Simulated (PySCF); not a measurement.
Au(Cl)(CO) cation (CAuClO), SMILES [C-](#[O+])->[Au][Cl] (connectivity only; charge and spin as stated), charge +1, multiplicity 2.

Coordinates come from a B3LYP-D3(BJ)/def2-SVP optimisation. The spin state was assumed, not searched. The isomer is the one that the SMILES or the coordinates give; other isomers of the formula were not compared. The def2 effective core potentials stand for the cores of Au; spin–orbit coupling is left out.

The numbers are results of B3LYP-D3(BJ)/def2-SVP (PySCF), not measurements.

Frequencies are harmonic and unscaled.

Computed vibrational spectrum:
| mode | ν (cm⁻¹) | IR (km/mol) | moving atoms (share of kinetic energy) |
|---|---|---|---|
| 1 | 42 | 1.2 | Cl 39 %, O 33 %, Au 23 % |
| 2 | 272 | 14.8 | Cl 83 %, Au 16 % |
| 3 | 321 | 3.6 | C 78 %, O 21 % |
| 4 | 323 | 0.6 | C 77 %, O 22 % |
| 5 | 361 | 20.0 | O 52 %, C 37 %, Au 8 % |
| 6 | 2325 | 312.5 | C 59 %, O 41 % |
